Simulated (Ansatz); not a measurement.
Cost and result for the atomization energy of C2H6ClNSi (11 atoms, 10 bonds).

Cartesian coordinates in Å:
```
N 0.954 -0.884 -0.769
C -0.215 -0.785 -0.133
C -1.147 0.248 -0.316
Si -0.441 1.416 1.222
Cl 1.409 2.013 0.279
H 1.664 -1.472 -0.364
H 1.308 -0.056 -1.227
H -0.442 -1.590 0.556
H -2.171 0.008 -0.051
H -1.054 0.865 -1.205
H 0.135 0.237 2.009
```

The species carries charge 0 and has multiplicity 1. The bonds changed during the relaxation, so this is another structure than the one it started from. The geometry is a stationary point of PBE0-D4/def2-TZVP. It is one conformer, not always the lowest. Program: Ansatz. All runs use 4 threads of an Arm Neoverse V1 on a shared host. Times are those of one run each, without the atoms' runs, and a repeat can differ threefold. Electronic energies, without spin–orbit coupling; frozen cores. CCSD(T)/CBS adds CCSD(T) − MP2 in def2-TZVPP to the MP2 limit, and its time is that of the two runs behind it. T1 = 0.019. B3LYP takes the VWN-RPA correlation (the form of Gaussian; ORCA's B3LYP/G).

CCSD(T)/CBS is a level of theory with its own doubt, some kJ/mol a heavy atom from the limit and from the frozen cores, so smaller differences don't rank the functionals.

| level | functions | wall time | atomization (kJ/mol) | difference from CCSD(T)/CBS | per bond |
| --- | --- | --- | --- | --- | --- |
| PBE-D4/def2-TZVPP (with forces) | 261 | 2.9 s | 4067.5 | 128.9 | 12.9 |
| PBE0-D4/def2-TZVPP | 261 | 3.3 s | 3979.8 | 41.2 | 4.1 |
| r2SCAN-D4/def2-TZVPP (with forces) | 261 | 5.5 s | 3968.8 | 30.2 | 3.0 |
| B3LYP-D4/def2-TZVPP (with forces) | 261 | 5.5 s | 3964.1 | 25.5 | 2.6 |
| B2PLYP/def2-TZVPP | 261 | 6.5 s | 3900.4 | -38.2 | -3.8 |
| ωB97X-V/def2-TZVPP | 261 | 8.5 s | 3951.9 | 13.3 | 1.3 |
| ωB97M-V/def2-TZVPP (with forces) | 261 | 12 s | 3968.8 | 30.2 | 3.0 |
| MP2/def2-QZVPP | 491 | 28 s | 3946.1 | 7.5 | 0.8 |
| CCSD(T)/def2-TZVPP | 261 | 2.5 min | 3821.5 | -117.1 | -11.7 |
| CCSD(T)/CBS(def2) | – | 2.9 min | 3938.6 | 0.0 | 0.0 |

From PBE to PBE0 (25 % exact exchange), in def2-TZVPP and without D4, the atomization energy moves by −83.2 kJ/mol: exact exchange takes away binding that semilocal exchange gives to molecules. The D4 term adds +47.4 kJ/mol with B3LYP and +24.7 kJ/mol with PBE0; it sums over pairs of atoms, weighted by their polarisabilities, and B3LYP, whose exchange is more repulsive, gets the larger term. In def2-TZVPP, CCSD(T) changes the Hartree–Fock value by +1041.5 kJ/mol (the triples alone add +73.6 kJ/mol) and MP2 by +1097.0 kJ/mol; breaking electron pairs costs correlation energy, which Hartree–Fock lacks.
